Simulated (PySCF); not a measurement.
C3H5ClO2S.
Numbering: `[CH2:1]=[C:2]([CH3:3])[S:4](=[O:5])(=[O:6])[Cl:7]` (hydrogens: H8, H9 on C1; H10, H11, H12 on C3)

Level of theory: TDDFT B3LYP/def2-SVPD, vertical, gas phase, core orbitals frozen in the response (PySCF 2.14.0, density-fitted response routines). Geometry: GFN2-xTB, one conformer, isolated molecule. Torsions of this conformer, `[CH2:1]=[C:2]([CH3:3])[S:4](=[O:5])(=[O:6])[Cl:7]`: C1–C2–S4–O5 -4°.

What does the calculation give for the low-lying excited states?

| state | E (eV) | λ (nm) | f | \|μ\| (D) | main configurations (H = HOMO, L = LUMO) |
| --- | --- | --- | --- | --- | --- |
| S1 | 5.48 | 226.1 | 0.0055 | 0.51 | H-1→L (90%) |
| S2 | 5.69 | 218.0 | 0.046 | 1.46 | H→L (78%), H→L+1 (10%) |
| S3 | 6.08 | 203.8 | 0.017 | 0.85 | H-2→L (50%), H-3→L (42%) |
| S4 | 6.15 | 201.7 | 0.017 | 0.85 | H-3→L (54%), H-2→L (35%) |
| S5 | 6.36 | 195.0 | 0.0055 | 0.48 | H-4→L (87%) |
| S6 | 6.64 | 186.8 | 0.0004 | 0.13 | H-1→L+1 (93%) |
| S7 | 7.00 | 177.2 | 0.096 | 1.90 | H→L+1 (34%), H-5→L (30%), H-2→L+1 (23%) |
| S8 | 7.17 | 172.9 | 0.044 | 1.27 | H-2→L+1 (34%), H→L+1 (23%), H-6→L (16%) |

Triplets (Tamm–Dancoff): T1 4.26 eV, H→L (74%), H→L+1 (17%); T2 4.95 eV, H-1→L (86%); T3 5.39 eV, H-2→L (80%).

The lowest singlet lies at 5.48 eV (226 nm, ultraviolet) and is weak; its leading configuration is HOMO-1→LUMO (90%). The strongest level in the table is S7 at 7.00 eV (177 nm, f = 0.096). Löwdin shares by element: HOMO carbon 68%, chlorine 15% (atoms not listed hold the other 17%); LUMO carbon 32% or more, chlorine 28%, sulfur 19% (atoms not listed hold the other 21%). The oscillator strengths of these states sum to 0.231; summed over the whole spectrum of an exact calculation they would give the number of electrons, 72 (Thomas–Reiche–Kuhn). Of the 8 states listed, 5 reach f = 0.01 and 1 stays under 0.0005. Orbital energies (eV): HOMO-3 -9.55, HOMO-2 -9.35, HOMO-1 -8.84, HOMO -8.68, LUMO -2.23, LUMO+1 -1.10, LUMO+2 0.07. The window holds the lowest 8 singlets.

Time: 28 s; peak memory 0.74 GiB. Hardware: an Arm Neoverse V1 with one thread, no GPU, on a shared host.
